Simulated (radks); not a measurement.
Tl10+, configuration [Xe] 4f14 5d3. All-electron calculation, scalar-relativistic Kohn-Sham, PBE, spin-polarised, spherical densities, finite nucleus; open shells are filled with parallel spins first (spin-orbit coupling, left out, can overturn this in heavy ions); Fermi nuclear charge, rms radius 5.4759 fm. Program: a radial shooting solver on a logarithmic mesh with Libxc functionals.

X-ray form factor f0, the Fourier transform of the density (f0(0) = 71):

| sin(theta)/lambda (1/angstrom) | f0 (electrons) |
|---|---|
| 0.05 | 70.636 |
| 0.1 | 69.569 |
| 0.15 | 67.876 |
| 0.2 | 65.668 |
| 0.25 | 63.081 |
| 0.3 | 60.251 |
| 0.4 | 54.358 |
| 0.5 | 48.740 |
| 0.6 | 43.747 |
| 0.8 | 35.698 |
| 1 | 29.547 |
| 1.25 | 23.709 |
| 1.5 | 19.609 |
| 2 | 15.060 |
